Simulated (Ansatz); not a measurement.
The same molecule with X = O, S, Se. Ansatz, PBE0-D4/def2-TZVP geometries, multiplicity 1.

Elements past krypton have def2 core potentials. Outer-core shells of In, Se are correlated without core-valence functions. Scalar relativity is left out up to krypton. Spin–orbit coupling is left out.

```csv
X,molecule,vertical ionisation energy (CCSD(T)/def2-TZVPP) / eV,mean X–H bond length / Å,mean X–In bond length / Å,LUMO energy (ωB97M-V/def2-TZVPP) / eV,HOMO–LUMO gap (B3LYP/def2-TZVPP) / eV,"ideal-gas entropy at 298 K and 1 bar (rigid rotor, harmonic PBE0-D4/def2-TZVP) / J/(mol·K)"
O,`[OH][InH2]`,10.76,0.959,1.991,-0.04,6.24,276
Se,`[SeH][InH2]`,9.20,1.469,2.508,-0.24,4.88,303
```

Q: Give the row for X = S, `[SH][InH2]`. (Estimate.)

A: The calculation gave: 
```csv
X,molecule,vertical ionisation energy (CCSD(T)/def2-TZVPP) / eV,mean X–H bond length / Å,mean X–In bond length / Å,LUMO energy (ωB97M-V/def2-TZVPP) / eV,HOMO–LUMO gap (B3LYP/def2-TZVPP) / eV,"ideal-gas entropy at 298 K and 1 bar (rigid rotor, harmonic PBE0-D4/def2-TZVP) / J/(mol·K)"
S,`[SH][InH2]`,9.60,1.343,2.389,-0.19,5.23,290
```

From O to Se the vertical ionisation energy (CCSD(T)/def2-TZVPP) falls at each step, by 1.56 eV in all; the mean X–H bond length rises at each step, by 0.510 Å in all; the mean X–In bond length rises at each step, by 0.517 Å in all; the LUMO energy (ωB97M-V/def2-TZVPP) falls at each step, by 0.20 eV in all; the HOMO–LUMO gap (B3LYP/def2-TZVPP) falls at each step, by 1.36 eV in all; the ideal-gas entropy at 298 K and 1 bar (rigid rotor, harmonic PBE0-D4/def2-TZVP) rises at each step, by 27 J/(mol·K) in all. Bonds lengthen as the atom grows down the group.

B3LYP here is the variant with VWN-RPA as its local correlation; programs differ in this.
